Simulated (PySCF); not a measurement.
Species: C5H6ClFO2 (charge +1 and doublet state).
Atom-mapped SMILES: `[O:1]=[C:2]([CH+:3][CH:4][Cl:5])[CH2:6][O:7][CH2:8][F:9]` (hydrogens: H10 on C3; H11 on C4; H12, H13 on C6; H14, H15 on C8)

Structure used (GFN2-xTB), in Å, numbered top down from 1:
```xyz
15
C5H6ClFO2 angstrom
O      0.2499   -1.2141    0.3625
C      0.4624   -0.0361    0.2508
C      1.7753    0.5379    0.0302
C      2.8362   -0.2917   -0.0223
Cl     2.7373   -1.9526    0.1690
C     -0.6969    0.9984    0.3020
O     -1.8568    0.4422    0.8013
C     -2.3974   -0.6214    0.1244
F     -2.3202   -0.4574   -1.2149
H      1.8837    1.6025   -0.0920
H      3.8318    0.1019   -0.2047
H     -0.8063    1.3544   -0.7359
H     -0.4313    1.8276    0.9628
H     -1.8228   -1.5510    0.3591
H     -3.4493   -0.7327    0.4217
```

The hyperfine couplings belong to this conformer and change with its torsions.

Computed, not measured: UKS B3LYP, pcH-1 on C Cl F H O, non-relativistic, mean-field spin-orbit, GIAO (PySCF). The structure is a single GFN2-xTB conformer in the gas phase; no vibrational or solvent corrections. The geometry wasn't refined by DFT: couplings that depend on bond lengths, twists or pyramidal angles can differ widely from those at the functional's own minimum, by a factor of two or more for some ions and for spin on atoms past the first row. No stability test was run, so a lower SCF solution isn't excluded.

Predict the first-order ENDOR lines of F9, H14/H15, H11, H12/H13, H10 and Cl5 under fast tumbling at B = 331.6 mT (X band).

ν± = |νn ± a/2|, one line for each electron-spin manifold; νn = |g_N| × 7.62259 MHz/T × B.

```csv
nuclei,isotope,g_N,νn (MHz),a_iso (MHz),lower line (MHz),upper line (MHz)
F9,19F,5.2577,13.29,8.20,9.19,17.39
H14/H15,1H,5.5857,14.12,118.57,45.17,73.41
H11,1H,5.5857,14.12,42.00,6.88,35.12
H12/H13,1H,5.5857,14.12,24.21,2.01,26.22
H10,1H,5.5857,14.12,-2.91,12.67,15.57
Cl5,35Cl,0.5479,1.38,11.42,4.32,7.09
```

Which pairs are centred on the nuclear Larmor frequency, and which on half the coupling?

Centred on νn, since |a| < 2νn: F9, H12/H13 and H10. Centred on |a|/2 and split by 2νn: H14/H15, H11 and Cl5.

At what field would the lower line of Cl5 fall to zero frequency?

Where νn = |a|/2, that is B = 5.71 MHz/(0.5479 × 7.62259 MHz/T) = 1370 mT, as far as first order holds there.

Nuclei that the bonding pattern makes equivalent are averaged, as if the motion that swaps them (rotation, inversion, ring flip) were fast. The 1H value of +118.6 MHz is a mean of couplings from 71.0 to 166.2 MHz in this one geometry, not an average over conformers. The 1H value of +24.2 MHz is a mean of couplings from 5.2 to 43.2 MHz in this one geometry, not an average over conformers.

Main isotope only: 35Cl (natural samples also hold 24 % 37Cl, magnetic too, which adds its own pattern).

The SMILES draws the unpaired electron on C4; the largest computed Mulliken spin population is on O1 (0.43 against -0.02).
